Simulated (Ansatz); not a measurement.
Cost and result for the atomization energy of `[I][GeH]([I])[I]` (5 atoms, 4 bonds).

Charge 0, multiplicity 1. Correlated methods include outer-core shells of Ge, I, which these sets cover unevenly. Scalar relativity is left out up to krypton. I takes the def2 core potential. The geometry is a stationary point of PBE0-D4/def2-TZVP. Program: Ansatz. All runs use 4 threads of an Arm Neoverse V2 on a shared host. Times are those of one run each, without the atoms' runs, and a repeat can differ threefold. Electronic energies, without spin–orbit coupling; frozen cores. CCSD(T)/CBS adds CCSD(T) − MP2 in def2-TZVPP to the MP2 limit, and its time is that of the two runs behind it. T1 = 0.008. With those shells the extrapolation isn't a true limit. B3LYP takes the VWN-RPA correlation (the form of Gaussian; ORCA's B3LYP/G). HSE06 is the plane-wave form, built on full-range PBE exchange.

CCSD(T)/CBS is a level of theory with its own doubt, some kJ/mol a heavy atom from the limit and from the frozen cores, so smaller differences don't rank the functionals.

```json
{"level": "revPBE-D4/def2-TZVPP", "functions": "212", "wall time": "2.3 s"}
{"level": "PBE-D4/def2-TZVPP (with forces)", "functions": "212", "wall time": "3 s"}
{"level": "PBE0-D4/def2-TZVPP", "functions": "212", "wall time": "4.9 s"}
{"level": "HSE06-D4/def2-TZVPP", "functions": "212", "wall time": "5.5 s"}
{"level": "B3LYP-D4/def2-TZVPP (with forces)", "functions": "212", "wall time": "7.5 s"}
{"level": "B2PLYP/def2-TZVPP", "functions": "212", "wall time": "9 s"}
{"level": "PBE-QIDH/def2-TZVPP", "functions": "212", "wall time": "9.5 s"}
{"level": "ωB97X-V/def2-TZVPP", "functions": "212", "wall time": "12 s"}
{"level": "ωB97M-V/def2-TZVPP (with forces)", "functions": "212", "wall time": "19 s"}
{"level": "CCSD(T)/def2-SVP", "functions": "115", "wall time": "20 s"}
{"level": "MP2/def2-QZVPP", "functions": "365", "wall time": "22 s"}
{"level": "CCSD(T)/def2-TZVPP", "functions": "212", "wall time": "6.7 min"}
{"level": "CCSD(T)/CBS(def2)", "functions": "–", "wall time": "7.1 min"}
```

Problem. What atomization energy does each give, and how far from CCSD(T)/CBS? (Best estimate.)

Solution. The calculation gave: 
```
                            level  atomization (kcal/mol)  difference from CCSD(T)/CBS  per bond
             revPBE-D4/def2-TZVPP                   250.0                        -11.3      -2.8
  PBE-D4/def2-TZVPP (with forces)                   260.0                         -1.3      -0.3
               PBE0-D4/def2-TZVPP                   255.9                         -5.4      -1.3
              HSE06-D4/def2-TZVPP                   256.3                         -5.0      -1.2
B3LYP-D4/def2-TZVPP (with forces)                   247.6                        -13.7      -3.4
                B2PLYP/def2-TZVPP                   245.2                        -16.1      -4.0
              PBE-QIDH/def2-TZVPP                   256.7                         -4.6      -1.1
               ωB97X-V/def2-TZVPP                   253.4                         -7.9      -2.0
 ωB97M-V/def2-TZVPP (with forces)                   245.0                        -16.3      -4.1
                 CCSD(T)/def2-SVP                   225.3                        -36.0      -9.0
                   MP2/def2-QZVPP                   268.4                          7.1       1.8
               CCSD(T)/def2-TZVPP                   247.6                        -13.7      -3.4
                CCSD(T)/CBS(def2)                   261.3                          0.0       0.0
```

From PBE to PBE0 (25 % exact exchange), in def2-TZVPP and without D4, the atomization energy moves by −3.3 kcal/mol: exact exchange takes away binding that semilocal exchange gives to molecules. Leaving LDA and LC-ωPBE aside and taking each functional with its dispersion term where it has one, the values, not all of them listed here, spread over 16.7 kcal/mol, from BHLYP-D4 to PBE-D4. LDA lies +47.4 kcal/mol from PBE without D4, its usual overbinding. The D4 term adds +10.5 kcal/mol with B3LYP and +5.5 kcal/mol with PBE0; it sums over pairs of atoms, weighted by their polarisabilities, and B3LYP, whose exchange is more repulsive, gets the larger term.

Spin–orbit coupling would lower the free I atoms strongly, and the atomization energy with them, by more than many differences here. For some Ge, Se and Sn compounds the MP2-based and the directly extrapolated limit differ by 10 to 25 kJ/mol.
